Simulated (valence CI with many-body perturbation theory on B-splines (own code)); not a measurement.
S3+: electric-dipole lines

Calculated by relativistic CI+MBPT: three valence electrons over a frozen Dirac-Fock core [Ne], radial functions for each j: 11 s, 11 p, 10 d, 8 f, 5 g, 2 h, with the one-electron correlation potential Σ1 (screened to all orders), the two-electron term Σ2, the three-electron term Σ3, Breit, model QED; selected single and double excitations, second order for the rest, scaled by the run's own slope (own B-spline code, finite nucleus).

Set against measurement, 67 paired levels are off by 107 cm⁻¹ on average, the worst by 283. These come from a selection out of NIST levels in Podobedova, Kelleher and Wiese, J. Phys. Chem. Ref. Data 38, 171 (2009). Levels without a partner in it may be off by more. 2 measured levels below the end of the list, from 309921 cm⁻¹ on, found no clear computed partner, and computed levels of the same name lie up to 1064 cm⁻¹ from them.

Lines 101 to 150 of 580 in falling wavelength, among levels below 346118 cm⁻¹, chosen from the strongest by gf and those to the six lowest levels. Wavelengths and rates use the calculated energies, so an error of 100 cm⁻¹ moves a line at 339.8 nm by 0.34 % and its rate by three times that or more. Electric multipoles are in the length gauge, E1 and E2 with the static RPA response of the core. Weak lines are less certain than strong ones. Lines between different terms over intervals too small for the method are left out, as are lines whose strength nearly cancels. Where a level lies close to another of its J and parity, the split of strength between their lines is uncertain. The highest levels of a list are the least certain.

Names give the largest LS component (configuration and term), which can be under half, so a name can repeat, a term be missing and a line seem to break the LS rules; names also repeat where a configuration has a term twice. Letters in brackets count levels of one name in rising energy.

```
λ vac (nm)  λ from measured levels                Upper                 Lower   A (s⁻¹)  log gf  Branch %
     339.8                   339.3  3s.3p.4p 2P_1/2 [a]      3s.3p.4s 4P°_1/2  3.58e+07   -0.91       1.9
     338.6                   336.4       3s2.5p 2P°_1/2         3s2.4d 2D_3/2  2.62e+08   -0.05      44.6
     338.3                   337.0  3s.3p.4p 2D_3/2 [a]  3s.3p.4s 2P°_3/2 [a]  3.50e+07   -0.62       2.8
     337.5                   337.1      3s.3p.4p 4D_5/2      3s.3p.4s 4P°_5/2  4.56e+07   -0.33       3.5
     336.6                   334.5       3s2.5p 2P°_3/2         3s2.4d 2D_5/2  2.36e+08    0.21      41.8
     336.5                   334.4       3s2.5p 2P°_3/2         3s2.4d 2D_3/2  2.63e+07   -0.75       4.6
     334.5                   334.2          3p3 2P°_3/2         3s2.4s 2S_1/2  3.23e+07   -0.66       2.3
     334.5                   334.1          3p3 2P°_1/2         3s2.4s 2S_1/2  3.94e+07   -0.88       3.1
     333.7                          3s.3p.4p 2D_3/2 [b]  3s.3p.4s 2P°_3/2 [b]  2.75e+07   -0.74       0.5
     333.6                   333.2      3s.3p.4p 4D_3/2      3s.3p.4s 4P°_3/2  7.01e+07   -0.33       4.9
     333.3                   331.8  3s.3p.4p 2D_5/2 [a]  3s.3p.4s 2P°_3/2 [a]  1.89e+08    0.28      18.1
     333.0                          3s.3p.4p 2D_3/2 [b]  3s.3p.4s 2P°_1/2 [b]  8.14e+07   -0.27       1.4
     332.6                          3s.3p.4p 2D_5/2 [b]  3s.3p.4s 2P°_3/2 [b]  1.12e+08    0.05       2.0
     331.4                   330.2  3s.3p.4p 2D_3/2 [a]  3s.3p.4s 2P°_1/2 [a]  1.56e+08    0.01      12.5
     331.4                   331.0      3s.3p.4p 4D_1/2      3s.3p.4s 4P°_1/2  1.23e+08   -0.39       8.3
     331.4                   331.0      3s.3p.4p 4D_7/2      3s.3p.4s 4P°_5/2  1.89e+08    0.40      14.4
     330.6                   330.2      3s.3p.4p 4D_5/2      3s.3p.4s 4P°_3/2  1.42e+08    0.14      10.8
     329.8                   329.3      3s.3p.4p 4D_3/2      3s.3p.4s 4P°_1/2  7.66e+07   -0.30       5.3
     324.9                          3s.3p.4p 2P_1/2 [b]  3s.3p.4s 2P°_3/2 [b]  6.45e+07   -0.69       0.9
     324.3                          3s.3p.4p 2P_1/2 [b]  3s.3p.4s 2P°_1/2 [b]  1.15e+08   -0.44       1.7
     323.0                          3s.3p.4p 2P_3/2 [b]  3s.3p.4s 2P°_3/2 [b]  1.42e+08   -0.05       2.1
     322.4                          3s.3p.4p 2P_3/2 [b]  3s.3p.4s 2P°_1/2 [b]  4.04e+07   -0.60       0.6
     321.8                               3s2.6f 2F°_7/2   3s.3p.4p 2D_5/2 [a]  3.47e+07   -0.36       1.5
     317.4                               3s2.6f 2F°_5/2   3s.3p.4p 2D_3/2 [a]  2.43e+07   -0.66       1.0
     312.1                   311.9       3s2.4p 2P°_1/2         3s2.4s 2S_1/2  1.65e+08   -0.32       6.4
     310.1                   309.8       3s2.4p 2P°_3/2         3s2.4s 2S_1/2  1.77e+08    0.01       7.2
     301.9                                3s2.5g 2G_7/2        3s2.4f 2F°_5/2  4.54e+08    0.70      41.9
     301.1                                3s2.5g 2G_7/2        3s2.4f 2F°_7/2  1.71e+07   -0.73       1.6
     301.1                                3s2.5g 2G_9/2        3s2.4f 2F°_7/2  4.77e+08    0.81      44.0
     298.9                   298.3      3s.3p.4p 4P_3/2      3s.3p.4s 4P°_5/2  7.67e+07   -0.39       7.1
     295.8                               3s2.7p 2P°_3/2         3s2.5d 2D_5/2  2.84e+07   -0.83       9.5
     295.2                   294.6      3s.3p.4p 4P_5/2      3s.3p.4s 4P°_5/2  1.95e+08    0.18      18.1
     295.2                   294.6      3s.3p.4p 4P_1/2      3s.3p.4s 4P°_3/2  2.23e+08   -0.24      20.8
     294.6                               3s2.7p 2P°_1/2         3s2.5d 2D_3/2  3.87e+07   -1.00      13.1
     294.5                             3s.3p.4d 2P°_3/2         3s2.6s 2S_1/2  2.47e+07   -0.89       2.7
     293.4                   292.9      3s.3p.4p 4P_3/2      3s.3p.4s 4P°_3/2  6.38e+07   -0.48       5.9
     292.1                   291.5      3s.3p.4p 4P_1/2      3s.3p.4s 4P°_1/2  4.01e+07   -0.99       3.7
     290.9                                3s2.7g 2G_7/2        3s2.5f 2F°_5/2  1.13e+08    0.06      28.7
     290.8                                3s2.7g 2G_9/2        3s2.5f 2F°_7/2  1.17e+08    0.17      29.7
     290.4                   289.9      3s.3p.4p 4P_3/2      3s.3p.4s 4P°_1/2  1.26e+08   -0.20      11.7
     289.9                   289.3      3s.3p.4p 4P_5/2      3s.3p.4s 4P°_3/2  7.04e+07   -0.27       6.5
     286.9                          3s.3p.4p 2S_1/2 [b]  3s.3p.4s 2P°_3/2 [b]  1.01e+08   -0.60       2.1
     286.4                          3s.3p.4p 2S_1/2 [b]  3s.3p.4s 2P°_1/2 [b]  5.95e+07   -0.83       1.2
     284.6                                3s2.7d 2D_5/2  3s.3p.4s 2P°_3/2 [b]  2.17e+07   -0.80       1.4
     283.4                   283.3      3s.3p.4p 4S_3/2      3s.3p.4s 4P°_5/2  2.09e+08    0.00      19.1
     279.6                             3s.3p.4d 4F°_5/2   3s.3p.4p 2D_5/2 [a]  3.13e+07   -0.66       3.3
     278.5                   278.4      3s.3p.4p 4S_3/2      3s.3p.4s 4P°_3/2  8.86e+07   -0.39       8.1
     278.3                             3s.3p.4d 4F°_3/2   3s.3p.4p 2D_3/2 [a]  3.39e+07   -0.80       3.6
     277.0                             3s.3p.4d 2D°_5/2   3s.3p.4p 2D_5/2 [a]  3.51e+07   -0.62       3.7
     275.8                   275.7      3s.3p.4p 4S_3/2      3s.3p.4s 4P°_1/2  3.27e+07   -0.83       3.0
```

Q: How does gf follow from A for the line at 339.8 nm?

A: gf = 1.4992 × (2J+1)_upper × A / σ², with σ = 29431 cm⁻¹ and 2J+1 = 2: gf = 0.124.
